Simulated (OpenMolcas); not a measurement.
## Co6+, Rh6+, Ir6+: d³ down the group

| Quantity | Value |
| --- | --- |
| Program | OpenMolcas |
| Method | MS-CASPT2, IPEA 0.25 Eh, imaginary shift 0.1 Eh |
| Basis | ANO-RCC-VTZP |
| Scalar Hamiltonian | DKH2, point nucleus |
| Spin-orbit coupling | state interaction with AMFI integrals over the reference wave functions, term energies averaged over their components |

Active space for each ion: 3 electrons in 5 orbitals (d); closed shells correlated by CASPT2: Co6+ 3s 3p; Rh6+ 4s 4p; Ir6+ 5s 5p.

Computed levels in cm-1 above ⁴F_3/2:

| Level | Co6+ | Rh6+ | Ir6+ |
| --- | --- | --- | --- |
| ⁴F_5/2 | 736 | 1883 | 8490 |
| ⁴F_7/2 | 1717 | 4100 | 14640 |
| ⁴P_1/2 | 22190 | 15240 | 20030 |
| ⁴P_5/2 | 23360 | 18080 | 29920 |
| ²G_7/2 | 24410 | 18020 | 28030 |
| ²G_9/2 | 25380 | 19210 | 45650 |
| ²P_3/2 | 31060 | 28330 | 49300 |
| ²P_1/2 | 31440 | 23000 | 35330 |
| ²H_9/2 | 33940 | 25610 | 29580 |
| weight of ⁴F in the lowest level (%) | 100 | 97 | 78 |

Mixed levels, with the weight of the term that names them: Co6+ ²P_3/2 (56 %), Rh6+ ²G_9/2 (67 %), Rh6+ ²P_3/2 (54 %), Rh6+ ²H_9/2 (71 %), Ir6+ ⁴P_1/2 (67 %), Ir6+ ²G_9/2 (58 %), Ir6+ ²P_3/2 (56 %), Ir6+ ²P_1/2 (67 %), Ir6+ ²H_9/2 (55 %).

Measured, with the error of the calculation in %. Measured levels: Co6+ from Sugar and Corliss, J. Phys. Chem. Ref. Data 10, 1097 (1981).

```
 Level          Co6+
⁴F_5/2    698 (+5.4)
⁴F_7/2   1610 (+6.7)
⁴P_1/2  21096 (+5.2)
⁴P_5/2  22187 (+5.3)
```

The fine-structure level ⁴F_7/2 changes by a factor of 8.53 from Co6+ to Ir6+.

Without spin-orbit coupling ⁴P lies 21260, 13200, 12420 cm-1 above ⁴F in that order; the difference to the level ⁴P_1/2, of either sign, comes from spin-orbit coupling, which also lowers the zero.

CASPT2 breaks the degeneracy within a term, and the mean is taken; among the terms shown or strongly mixed into the levels shown the widest spread is 720 cm-1 (3d³ ⁴F, Co6+). Terms from blocks run as CI alone lack orbitals of their own. Computed and measured levels are paired by configuration, term and J; levels that our copy of the source lacks, or whose pairing is in doubt (as where it misses far off the trend of its configuration), stay unpaired and out of the deviations. Levels of configurations outside the active space are missing.
